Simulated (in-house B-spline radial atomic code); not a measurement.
A calculation on Ge8+ (an excited or competing configuration): its settings, and results tabulated from the run. Computed with a radial B-spline atomic code at the basis-set limit: Dirac-Hartree-Fock, average of configuration, Fermi nucleus of rms radius 4.0742 fm.

Command:
```bash
python run_scf.py task.json out
```
Settings (nuclear radius in fm, mass in u):
```
Z                32
configuration    [Ne] 3s2 3p5 3d6 7g1
hamiltonian      dirac
method           hf
spin_polarised   False
nucleus          fermi
rms_radius       4.0742
atomic_mass      73.92118
speed_of_light   137.035999084
```

Output (hartree, bohr):
```
 radial grid: 70 intervals, B-splines of order 8, outer radius 28.1609 bohr

 iter        energy (Eh)    residual
    1      -2037.2875594    1.31e+00
    2      -2060.6477722    5.35e-01
    3      -2063.5980289    1.83e-01
    4      -2063.9748164    6.34e-02
    5      -2064.0178605    2.07e-02
    6      -2064.0236716    1.20e-03
    7      -2064.0236855    2.35e-05
    8      -2064.0236855    2.60e-06
    9      -2064.0236855    1.39e-07

 total energy                    -2064.023685
 kinetic                           2109.49740
 electron-nucleus                 -4801.61721
 electron-electron                  628.09613

 first-order corrections (not in the total)
   Gaunt                            1.03823
   retardation                     -0.09620
   frequency dependence            -0.00381
   self-energy                      0.70218
   Uehling                         -0.06713
   Wichmann-Kroll                   0.00061
   recoil                           0.01148

 orbital      occ     eigenvalue          <r>       <r^2>       <1/r>       r_max    small
 1s1/2      2.000     -419.34394    0.0469773  0.00297036     32.3875     0.03074  1.34e-02
 2s1/2      2.000      -61.65464     0.208601   0.0513575     7.19162      0.1756  2.63e-03
 2p1/2      2.000      -55.53845      0.18101   0.0402209     7.11227      0.1393  2.59e-03
 2p3/2      4.000      -54.35228     0.184532   0.0416733     6.92175      0.1422  2.54e-03
 3s1/2      2.000      -14.57291      0.59101    0.399119     2.41569      0.5288  6.62e-04
 3p1/2      1.667      -12.51647     0.593244      0.4083     2.32119       0.521  6.25e-04
 3p3/2      3.333      -12.32681     0.600777    0.418476     2.27987       0.528  6.14e-04
 3d3/2      2.400       -8.93789     0.587865    0.412664     2.08884      0.4629  5.27e-04
 3d5/2      3.600       -8.90820     0.590225    0.415803     2.07879      0.4648  5.24e-04
 7g7/2      0.444       -0.82798      7.03533     55.9772    0.184751       7.819  2.23e-05
 7g9/2      0.556       -0.82796      7.03553     55.9802    0.184743       7.819  2.23e-05

 Slater integrals (Eh)
   F0(3p1/2,3p1/2)               1.518094
   F0(3p1/2,3p3/2)               1.508362
   G2(3p1/2,3p3/2)               0.761974
   F0(3p1/2,3d3/2)               1.523294
   G1(3p1/2,3d3/2)               0.884924
   F0(3p1/2,3d5/2)               1.520424
   G3(3p1/2,3d5/2)               0.558153
   F0(3p1/2,7g7/2)               0.184703
   G3(3p1/2,7g7/2)               0.000910
   F0(3p1/2,7g9/2)               0.184695
   G5(3p1/2,7g9/2)               0.000641
   F0(3p3/2,3p3/2)               1.498868
   F2(3p3/2,3p3/2)               0.758535
   F0(3p3/2,3d3/2)               1.512933
   F2(3p3/2,3d3/2)               0.737645
   G1(3p3/2,3d3/2)               0.871944
   G3(3p3/2,3d3/2)               0.551808
   F0(3p3/2,3d5/2)               1.510127
   F2(3p3/2,3d5/2)               0.737149
   G1(3p3/2,3d5/2)               0.872650
   G3(3p3/2,3d5/2)               0.552225
   F0(3p3/2,7g7/2)               0.184699
   F2(3p3/2,7g7/2)               0.009981
   G3(3p3/2,7g7/2)               0.000966
   (list cut)
```

Cost of the run: 1.5 s on 1 thread of Arm Neoverse V1, on a shared host.

For the Dirac Hamiltonian the kinetic term is c α·p + (β - 1)c².
